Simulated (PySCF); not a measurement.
TlSe: from constants to spectrum

UHF-CCSD(T) constants of TlSe, ²Π (doublet), unpaired electrons π ↑ (Tl cc-pVDZ-PP with ECP60, Se cc-pVDZ-PP with ECP10; scalar-relativistic core potentials (PySCF 2.14); masses 204.9744 and 79.9165 u):

- ωe: 174.6 cm⁻¹
- ωexe: 0.34 cm⁻¹
- Be: 0.038967 cm⁻¹
- αe: 0.000112 cm⁻¹
- D (centrifugal): 7.76e-09 cm⁻¹
- De to Tl + Se: 2.37 eV

Q: Give the vibrational terms G(v) and spacings up to v = 6.

A: G(v) = ωe(v+½) − ωexe(v+½)².

```
v  G(v) (cm⁻¹)  G(v) − G(v−1)  Bv (cm⁻¹)
0         87.2                   0.03891
1        261.1          173.9    0.03880
2        434.4          173.2    0.03869
3        606.9          172.6    0.03857
4        778.8          171.9    0.03846
5        950.0          171.2    0.03835
6       1120.5          170.5    0.03824
```

Q: How well does the Morse estimate ωe²/(4ωexe) reproduce De, and what is D0?

A: It gives 2.78 eV, 117 % of the computed De. D0 = De − G(0) = 2.37 − 0.01 = 2.36 eV.

Correlated steps freeze 8 core orbitals. Correlated levels converge slowly with the basis: in double zeta they bind strong bonds too weakly, by up to about 1 eV, and carry superposition errors of some tenths. Spin–orbit coupling is left out, which matters for elements this heavy, above all for dissociation energies. The state is the lowest determinant that a PBE0 search found; another state may lie lower at other levels.
